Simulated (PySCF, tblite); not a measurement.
Species: H₉PSi₃.
Structure used (GFN2-xTB), in Å, numbered top down from 1:
```
atom  x, y, z in Å
Si1   -2.145    0.625   -0.677
Si2   -0.756   -1.171   -0.220
P3     1.262   -0.830   -1.131
Si4    2.117    0.743    0.189
H5    -1.712    1.861   -0.017
H6    -3.501    0.351   -0.197
H7    -2.254    0.926   -2.105
H8    -0.604   -1.440    1.221
H9    -1.193   -2.450   -0.798
H10    1.873   -1.885   -0.493
H11    1.837    0.520    1.611
H12    3.562    0.747   -0.024
H13    1.510    2.003   -0.238
```

Method: B3LYP/def2-SVPD in PySCF (dipole) on a GFN2-xTB geometry, gas phase.

Masses are those of the commonest isotopes; rigid-rotor values at the optimised geometry. The values belong to one conformer with, in the numbering `[SiH3:1][SiH2:2][PH:3][SiH3:4]`, Si1–Si2–P3–Si4 73°.

Problem. What are A, B and C (GHz)?

Solution. Ia = 140.90, Ib = 395.72, Ic = 472.62 u·Å²; 505379 MHz·u·Å²/I gives 3587, 1277 and 1069 MHz, that is A = 3.5867, B = 1.2771, C = 1.0693 GHz.

Problem. What kind of rotor is it?

Solution. An asymmetric top; Ray's κ = -0.835.

Problem. What does the inertial defect say?

Solution. Not planar: Δ = Ic − Ia − Ib = -64.01 u·Å². For a rigid frame Δ = −2 Σ m c², so Σ m c² = 32.00 u·Å² lies off the ab plane: 10.28 from hydrogen and 21.73 from heavier atoms. The atom farthest from that plane is 1.99 Å away.

Problem. Give the other two planar moments, Paa and Pbb, and the rms extents of the mass along the axes.

Solution. Paa = Σ m a² = (Ib + Ic − Ia)/2 = 363.72 and Pbb = Σ m b² = (Ia + Ic − Ib)/2 = 108.90 u·Å². With the mass M = 123.97 u, the rms extents √(P/M) along a, b and c are 1.71, 0.94, 0.51 Å.

Problem. List the rotational levels J(Ka,Kc) to J = 4 (K).

Solution. Above 0(0,0), as E/k:
J = 1: 1(0,1) 0.113, 1(1,1) 0.223, 1(1,0) 0.233
J = 2: 2(0,2) 0.337, 2(1,2) 0.439, 2(1,1) 0.469, 2(2,1) 0.801, 2(2,0) 0.802
J = 3: 3(0,3) 0.672, 3(1,3) 0.761, 3(1,2) 0.821, 3(2,2) 1.139, 3(2,1) 1.142, 3(3,1) 1.719, 3(3,0) 1.719
J = 4: 4(0,4) 1.117, 4(1,4) 1.190, 4(1,3) 1.290, 4(2,3) 1.589, 4(2,2) 1.598, 4(3,2) 2.170, 4(3,1) 2.170, 4(4,1) 2.980, 4(4,0) 2.980

Problem. Which types of transition are allowed, and where do some lines up to J = 4 fall?

Solution. The dipole components are |μa| = 0.05 D, |μb| = 0.09 D, |μc| = 0.62 D. Intensities carry the squares of the components, which stand as 0.01 : 0.02 : 1.00 (a : b : c). Some lines, for components of 0.1 D or more:

```
type  branch         J(Ka,Kc)    MHz  lower level (cm⁻¹)
   c       Q  4(1,4) ← 4(0,4)   1539               0.776
   c       Q  3(1,3) ← 3(0,3)   1849               0.467
   c       Q  2(1,2) ← 2(0,2)   2115               0.234
   c       Q  1(1,1) ← 1(0,1)   2310               0.078
   c       R  1(1,0) ← 0(0,0)   4864               0.000
   c       Q  3(2,2) ← 3(1,2)   6626               0.571
   c       Q  2(2,1) ← 2(1,1)   6929               0.326
   c       R  2(1,1) ← 1(0,1)   7418               0.078
   c       R  3(1,2) ← 2(0,2)  10081               0.234
   c       R  2(2,0) ← 1(1,0)  11843               0.162
   c       Q  4(3,2) ← 4(2,2)  11914               1.111
   c       Q  3(3,1) ← 3(2,1)  12009               0.794
   c       R  2(2,1) ← 1(1,1)  12037               0.155
   c       R  4(1,3) ← 3(0,3)  12868               0.467
   c       R  3(2,1) ← 2(1,1)  14035               0.326
   c       R  3(2,2) ← 2(1,2)  14591               0.305
   c       R  4(2,2) ← 3(1,2)  16198               0.571
   c       Q  4(4,1) ← 4(3,1)  16868               1.508
   c       R  4(2,3) ← 3(1,3)  17247               0.529
   c       R  3(3,0) ← 2(2,0)  19102               0.557
   c       R  3(3,1) ← 2(2,1)  19115               0.557
   c       R  4(3,1) ← 3(2,1)  21424               0.794
   c       R  4(3,2) ← 3(2,2)  21486               0.792
   c       R  4(4,0) ← 3(3,0)  26282               1.194
   c       R  4(4,1) ← 3(3,1)  26282               1.194
```

Problem. Estimate the classical rotational partition function at 10 K, 25 K and 298.15 K.

Solution. Point group C1, symmetry number σ = 1; q = (√π/σ)·√((kT/h)³/(ABC)), k/h = 20836.6 MHz/K: 2410 at 10 K, 9520 at 25 K, 392000 at 298.15 K.

Its lowest GFN2-xTB frequency is 14 cm⁻¹, too small to tell a flat minimum from a shallow saddle. Zero-point vibration and centrifugal distortion are left out. A rigid rotor knows nothing of internal rotation, which can split or shift real lines.

The run took 19 s of wall time on one thread of an Arm Neoverse V2, on a shared host, and the process peaked at 0.69 GiB of memory. This is the B3LYP/def2-SVPD job that gave the dipole, with the excitations it also computed.
